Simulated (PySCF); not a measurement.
Computed shifts of a molecule C₂H₇BFNO, PySCF with KT2/pcSseg-1, GIAO, gas phase, atoms alike by connectivity averaged where their shifts nearly agree, in ppm (number of nuclei): ¹⁹F: -185.9 (1). ¹H: 2.97 (3), 2.93 (1), 2.74 (3). ¹⁵N: 61.1 (1). ¹³C: 40.3 (1), 38.8 (1). References: ¹¹B against BF3 (σ = 89.8 ppm); ¹⁹F against CFCl3 (σ = 127.1 ppm); ¹⁷O against H2O (σ = 330.4 ppm); ¹H against TMS (σ = 31.47 ppm); ¹⁵N against NH3 (σ = 266.2 ppm); ¹³C against TMS (σ = 185.1 ppm), references at their B3LYP-D3(BJ)/def2-TZVP geometries, non-relativistic. Geometry: PBE0-D3(BJ)/def2-SVP. Other conformers were not sampled.

Problem. Identify the compound among the candidates.
(A) COB(N)CF
(B) CCNB(O)F
(C) COCB(N)F
(D) CN(C)B(O)F

Solution. D, CN(C)B(O)F
